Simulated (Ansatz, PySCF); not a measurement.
Si(H)2(OMe)(NH2) (CH7NOSi), SMILES N[SiH2]OC. Atoms are numbered in the order given.

```xyz
11

Si     0.3366     0.0328     0.5918
N      2.0232    -0.0943     0.2923
O     -0.5630    -0.0378    -0.8174
C     -1.9658     0.0375    -0.8646
H     -0.0670    -1.1018     1.4734
H      0.0802     1.3433     1.2584
H      2.5173     0.6781    -0.1447
H      2.4176    -0.9831    -0.0013
H     -2.4480    -0.7834    -0.2984
H     -2.3470     0.9954    -0.4596
H     -2.2941    -0.0390    -1.9136
```
Charge 0, spin multiplicity 1.

The structure is a stationary point at B3LYP-D3(BJ)/def2-SVP. Other conformers were not sampled.

Two levels are set side by side: PBE-D3(BJ)/def2-SVP (Ansatz, a first-principles code) and B3LYP-D3(BJ)/def2-SVP (Ansatz). Each level has its own optimised geometry; the coordinates shown are those of the second. Frequencies come from the Hessian of PySCF at each geometry. Differences are taken from unrounded values.

| quantity | B3LYP-D3(BJ) | PBE-D3(BJ) | PBE-D3(BJ) minus B3LYP-D3(BJ) |
|---|---|---|---|
| mean bond length (Å) | 1.313 | 1.323 | 0.010 |
| bond Si1–N2 (Å) | 1.718 | 1.727 | 0.009 |
| bond Si1–O3 (Å) | 1.673 | 1.688 | 0.015 |
| bond O3–C4 (Å) | 1.406 | 1.411 | 0.005 |
| bond Si1–H5 (Å) | 1.492 | 1.506 | 0.014 |
| bond Si1–H6 (Å) | 1.492 | 1.506 | 0.014 |
| bond N2–H7 (Å) | 1.016 | 1.023 | 0.007 |
| bond N2–H8 (Å) | 1.016 | 1.023 | 0.007 |
| bond C4–H9 (Å) | 1.108 | 1.116 | 0.009 |
| bond C4–H10 (Å) | 1.108 | 1.116 | 0.009 |
| bond C4–H11 (Å) | 1.102 | 1.110 | 0.008 |
| highest harmonic wavenumber (cm⁻¹) | 3658 | 3586 | -72 |
| mean harmonic wavenumber (cm⁻¹) | 1384 | 1346 | -38 |
| zero-point energy (kcal/mol) | 53.42 | 51.95 | -1.47 |

Exact exchange shortens and stiffens bonds; PBE has none. Differences between two approximate levels are no errors against the true value.
